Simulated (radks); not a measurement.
Q: The zinc ion Zn2+, configuration [Ar] 3d10 (the NIST ground configuration). Calculated with a radial shooting solver on a logarithmic mesh with Libxc functionals: scalar-relativistic Kohn-Sham, SCAN, spin-unpolarised, spherical densities, finite nucleus; meta-GGA in the generalised Kohn-Sham scheme; Fermi nuclear charge, rms radius 3.9283 fm. Some entries of the table are withheld. Estimate them.

orbital,occ.,eigenvalue (hartree),r(max) (bohr),<1/r> (bohr^-1)
1s,2,-351.8918,0.03292,(1)
2s,2,-43.74656,0.1890,(2)
2p,6,(3),0.1522,6.463
3s,2,-5.68039,0.5886,2.086
3p,6,-3.93178,(4),1.930
3d,10,(5),0.5698,1.533

A: 
(1) 1s <1/r> (bohr^-1): 30.22
(2) 2s <1/r> (bohr^-1): 6.604
(3) 2p eigenvalue (hartree): -37.94554
(4) 3p r(max) (bohr): 0.5936
(5) 3d eigenvalue (hartree): -1.14091
